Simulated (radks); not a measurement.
Results of a calculation; reference values are marked as such.
Spherical quantum dot in the effective-mass picture: electrons in a parabolic well V = omega^2 r^2 / 2 with omega = 2.43, all in effective atomic units (hartree* = m*/eps^2 hartree, bohr* = eps/m* bohr), one dielectric constant everywhere. Level of theory: non-relativistic Kohn-Sham, PBEsol, spin-polarised, spherical densities (a radial shooting solver with Libxc functionals). Levels are named by radial order and angular momentum (1s, 1p, 1d, 2s, ...), and open shells are averaged over m.

N = 27, configuration 1s2 1p6 1d10 2s2 1f(up 7, down 0). This is the lowest configuration that the search found. Occupied and some empty levels:

level    occupation  eigenvalue (hartree*)  <r> (bohr*)
1s up             1                 22.587        1.005
1s down           1                 22.649       0.9877
1p up             3                 23.860        1.279
1p down           3                 23.966        1.267
1d up             5                 25.254        1.475
1d down           5                 25.387        1.467
2s up             1                 25.470        1.302
2s down           1                 25.569        1.307
1f up             7                 26.763        1.629
1f down           0                 26.910        1.626
2p up             0                 27.120        1.462
2p down           0                 27.217        1.467
1g up             0                 28.377        1.759
1g down           0                 28.528        1.760
2d up             0                 28.843        1.613
2d down           0                 28.941        1.617

Energy (hartree*): total 456.671, kinetic 70.800, external 176.17, Hartree 229.89, exchange-correlation -20.187.

Electron density:

r (bohr*)  n(r) (e/bohr*^3)
0.134                 1.457
0.284                 1.339
0.433                 1.194
0.582                 1.082
0.732                 1.041
0.881                 1.067
1.03                  1.115
1.18                  1.128
1.33                  1.063
1.48                 0.9106
1.63                 0.6994
1.78                 0.4752
1.93                 0.2848
2.08                 0.1489
2.23                0.06843
2.38                0.02741
2.52               0.009706
2.67               0.003011
2.82              0.0008132
2.97              0.0001945
